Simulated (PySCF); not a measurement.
Cartesian coordinates in Å; atom numbers follow the order of the lines, from 1:
```xyz
18

C    -0.092    2.014   -2.229
C    -0.785    1.229   -1.413
C    -0.184    0.375   -0.417
N     1.127    0.307   -0.169
N     1.246   -0.568    0.796
C     2.514   -0.945    1.340
N     0.114   -1.095    1.211
C    -0.825   -0.524    0.468
C    -2.269   -0.830    0.615
H     0.983    2.044   -2.181
H    -0.573    2.642   -2.958
H    -1.865    1.190   -1.457
H     2.426   -1.040    2.422
H     3.237   -0.175    1.081
H     2.837   -1.902    0.926
H    -2.675   -1.207   -0.324
H    -2.820    0.070    0.888
H    -2.403   -1.580    1.389
```

Fast rotation and ring inversion assumed for equivalent nuclei, a single conformation, in vacuum, relativity neglected. Structure optimised with GFN2-xTB; PBE0/pcSseg-1 with gauge-including orbitals; PySCF.

Referencing at the same level of theory: 13C (σ = 186.93 ppm) against TMS.

Question: Do the 13C shifts follow the atomic charges (in e)? Tabulate both.

Answer: 
```
atoms  hybridisation  δ (ppm)  σ para (ppm)  Hirshfeld    IAO  Mulliken  ESP-fitted
   C3            sp2    148.1          -216      +0.00  +0.03     +0.08       +0.22
   C8            sp2    147.8          -219      +0.02  +0.07     -0.02       +0.40
   C2            sp2    131.1          -199      -0.05  -0.16     -0.22       -0.31
   C1            sp2    122.0          -188      -0.10  -0.30     -0.09       -0.28
   C6            sp3     41.5           -99      -0.05  -0.31     +0.00       -0.43
   C9            sp3     12.0           -73      -0.12  -0.44     -0.14       -0.51
```

Correlation coefficients of δ with charge over these carbons: Hirshfeld +0.69, IAO +0.85, Mulliken +0.20, ESP-fitted +0.78; with the paramagnetic shielding -1.00. Among the 4 sp2 carbons alone: Hirshfeld +0.99, IAO +0.99, Mulliken +0.71, ESP-fitted +0.92. With so few points, grouped by hybridisation, these coefficients are fragile. Charge is one influence among several: hybridisation and low-lying excitations act through the paramagnetic term.

Shifts are as computed. Against solution values, carbons near 30 ppm lie about +3 ppm off and those near 130 ppm about +5 ppm. Of 1211 compounds with measured shifts, 218 miss one by over three times the rms of a fit or turn the order of signals round; such compounds aren't used in these exercises.
